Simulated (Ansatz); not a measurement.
CH7ClOSi2 can be A, `C[Si](O)([SiH3])Cl`, or B, `O[SiH2][SiH2]CCl`.

Computed with Ansatz on PBE0-D4/def2-TZVP structures; ΔE is electronic, products minus reactants. CBS: MP2 limit from def2 TZ/QZ plus the TZ coupled-cluster correction, frozen cores. Functionals use def2-TZVPP. B3LYP here is the variant with VWN-RPA as its local correlation; programs differ in this. Each species was taken in one conformer, which may not be the lowest.

A:

```xyz
12

C     1.062    0.184    1.369
Si    0.410   -0.245   -0.318
O     1.119    0.641   -1.504
Si   -1.897    0.036   -0.576
Cl    0.842   -2.255   -0.618
H     0.569   -0.416    2.137
H     2.137   -0.009    1.429
H     0.887    1.241    1.587
H     2.064    0.547   -1.641
H    -2.272    1.464   -0.388
H    -2.601   -0.778    0.452
H    -2.320   -0.410   -1.928
```

B:

```xyz
12

O     2.421    0.650    1.405
Si    0.975    1.003    0.682
Si   -0.142   -0.936   -0.046
C    -1.454   -0.465   -1.325
Cl   -2.507    0.806   -0.636
H     2.396    0.213    2.257
H     0.097    1.783    1.598
H     1.314    1.840   -0.497
H    -0.812   -1.640    1.082
H     0.810   -1.890   -0.687
H    -1.006   -0.058   -2.231
H    -2.092   -1.305   -1.601
```

Task: Which is lower in electronic energy at CCSD(T)/CBS, and by how much? (Best estimate.)

Result: The calculation gave: A, by 202.7 kJ/mol.

Task: Give E(B) − E(A) in kJ/mol with PBE0-D4, BLYP-D4, PBE-D4, HF/def2-TZVPP, B3LYP-D4, CCSD/def2-TZVPP, ωB97M-V. (An estimate is asked.)

Result: The calculation gave: PBE0-D4 203.2, BLYP-D4 196.8, PBE-D4 198.1, HF/def2-TZVPP 204.2, B3LYP-D4 201.5, CCSD/def2-TZVPP 201.9, ωB97M-V 205.3. None reverses the order clearly.

Task: Does the order hold for the free energy at 298.15 K (harmonic terms from PBE0-D4)? (Estimate.)

Result: Ansatz gave: Yes: G(B) − G(A) = +196.4 kJ/mol, for one conformer each. Modes under 60 cm⁻¹, often nearly free rotors, make the harmonic entropy too high.

Largest T1 diagnostic: 0.011.

At CCSD(T), def2-SVP lies −6.5 kJ/mol from the extrapolated value and def2-TZVPP −1.6 kJ/mol. Leaving LDA and LC-ωPBE aside and taking each functional with its dispersion term where it has one, the values, not all of them listed here, spread over 15.2 kJ/mol, from BLYP-D4 to B97M-V. LDA lies +4.7 kJ/mol from PBE without D4.
